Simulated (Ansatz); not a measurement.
Gas-phase electronic energies from Ansatz, PBE0-D4/def2-TZVP geometries. CCSD(T)/CBS adds triple-zeta CCSD(T) − MP2 to the extrapolated MP2 energy (def2 sets, frozen cores). Functionals use def2-TZVPP. B3LYP here is the variant with VWN-RPA as its local correlation; programs differ in this. HSE06 is defined as in plane-wave codes. def2 core potentials past Kr. For Ta, Zr outer-core shells are correlated without core-valence functions, which leaves a few kJ/mol of doubt a bond. Each species was taken in one conformer, which may not be the lowest.

Reaction (redistribution): `[F][Zr]([F])([Cl])[Cl]` + `[O]=[Ta]([OH])([F])[Cl]` → `[F][Zr]([Cl])([Cl])[Cl]` + `[O]=[Ta]([OH])([F])[F]`

`[F][Zr]([F])([Cl])[Cl]`:

Z-matrix (Å, degrees):
```
Zr
F 1 1.882
Cl 1 2.330 2 109.4
Cl 1 2.330 2 109.4 3 121.0
F 1 1.882 2 108.7 3 -119.5
```

`[O]=[Ta]([OH])([F])[Cl]`:

Cartesian coordinates in Å:
```
O 0.497 1.714 -0.894
Ta 0.371 0.181 -0.149
O -1.483 -0.156 0.004
F 1.203 -1.089 -1.244
Cl 1.380 0.250 1.918
H -1.968 -0.900 0.365
```

`[F][Zr]([Cl])([Cl])[Cl]`:

Cartesian coordinates in Å:
```
F -0.323 -1.071 -1.608
Zr -0.013 -0.045 -0.067
Cl -1.307 1.883 -0.163
Cl -0.594 -1.289 1.806
Cl 2.237 0.522 0.031
```

`[O]=[Ta]([OH])([F])[F]`:

Cartesian coordinates in Å:
```
O 0.063 1.612 0.782
Ta 0.429 0.109 0.049
O -1.198 -0.757 -0.358
F 1.395 0.441 -1.525
F 1.418 -0.916 1.272
H -2.107 -0.489 -0.220
```

(1) Is it downhill or uphill in electronic energy at CCSD(T)/CBS, and by how much? (Best estimate.)

(2) What do these levels give: revPBE-D4, BLYP-D4, B3LYP-D4, ωB97M-V, PBE, r2SCANh, HSE06, HF/def2-TZVPP, CCSD/def2-TZVPP, CCSD(T)/def2-TZVPP, SCS-MP2/def2-QZVPP, HF/CBS(def2)? (Estimate.)

Largest T1 diagnostic among the species: 0.020.

Answers

(1) Computed: Downhill: ΔE = -1.6 kcal/mol.

(2) The calculation gave: revPBE-D4 -1.5, BLYP-D4 -1.9, B3LYP-D4 -2.0, ωB97M-V -1.6, PBE -1.4, r2SCANh -1.9, HSE06 -1.7, HF/def2-TZVPP -2.5, CCSD/def2-TZVPP -1.9, CCSD(T)/def2-TZVPP -1.7, SCS-MP2/def2-QZVPP -1.0, HF/CBS(def2) -2.3 kcal/mol.

Leaving LDA and LC-ωPBE aside and taking each functional with its dispersion term where it has one, the values, not all of them listed here, spread over 0.9 kcal/mol, from BHLYP-D4 to ωB97X-V. In def2-TZVPP, CCSD(T) changes the Hartree–Fock value by +0.8 kcal/mol (the triples alone add +0.2 kcal/mol) and MP2 by +1.6 kcal/mol.
